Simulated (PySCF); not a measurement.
AlClH4O3Si, SMILES [OH][Al]([OH])[O][SiH2]Cl. Atoms are numbered in the order given.

```xyz
10

Si     1.6535     0.1932    -0.6486
Cl     1.9413    -0.0751     1.4035
O      0.0471     0.3489    -0.9200
Al    -1.5039    -0.0445    -0.3250
O     -1.8757    -1.6777    -0.0879
O     -2.6633     1.1544    -0.0272
H      2.2171    -0.9937    -1.3373
H      2.3655     1.4340    -1.0408
H     -2.7199    -1.9921     0.2475
H     -2.5280     2.0987    -0.1428
```
Charge 0, spin multiplicity 1.

Geometry optimised at B3LYP-D3(BJ)/def2-SVP. The structure was generated by enumeration; whether it is a known compound was not checked. Other conformers were not sampled.

All values below come from PBE/pcSseg-1 (PySCF).

GIAO shieldings, no solvent; atoms listed in one row are averaged. δ = σ(ref) − σ: ²⁹Si against TMS (σ = 335.4 ppm); ³⁵Cl against HCl (σ = 936.5 ppm); ¹⁷O against H2O (σ = 334.3 ppm); ¹H against TMS (σ = 31.49 ppm), references at their B3LYP-D3(BJ)/def2-TZVP geometries, non-relativistic (without spin–orbit terms, shifts of atoms bonded to Cl or Br come out too high).

Problem. Estimate the chemical shifts. (An estimate is asked for; the answer gives what the named calculation found.)

Solution. 
| nucleus | atoms | count | δ (ppm) |
|---|---|---|---|
| ²⁹Si | Si1 | 1 | -15.3 |
| ³⁵Cl | Cl2 | 1 | 88.4 |
| ¹⁷O | O3 | 1 | 77.0 |
| ¹⁷O | O6 | 1 | 19.0 |
| ¹⁷O | O5 | 1 | 11.5 |
| ¹H | H7 | 1 | 6.04 |
| ¹H | H8 | 1 | 5.92 |
| ¹H | H10 | 1 | 1.79 |
| ¹H | H9 | 1 | 1.64 |
